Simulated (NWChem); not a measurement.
# SiH₄Se₂; SMILES [SiH3][Se][SeH]

```xyz
7

Se     0.8206     0.6151     0.0081
Se    -0.2089    -1.4972     0.0293
H     -0.2900    -1.6435    -1.4371
Si    -1.1359     1.8121     0.0099
H     -1.9517     1.4859     1.2145
H     -1.9234     1.5290    -1.2255
H     -0.7305     3.2509     0.0366
```
Atoms are numbered in this order, from 1.

All runs: NWChem. The geometry was optimised at PBE0/def2-SVP. Ions are spin-unrestricted doublets at the neutral geometry; other ion states weren't tried.

For level CAM-B3LYP/def2-SVP:

| Property | Value |
|---|---|
| vertical ionisation energy, ΔSCF (eV) | 9.16 |
| −ε(HOMO) (eV) | 8.16 |

### Question
Estimate the same quantities for level PBE/def2-SVP.

### Answer
The vertical ionisation energy, ΔSCF (eV) is 8.79 and the −ε(HOMO) (eV) is 5.78.
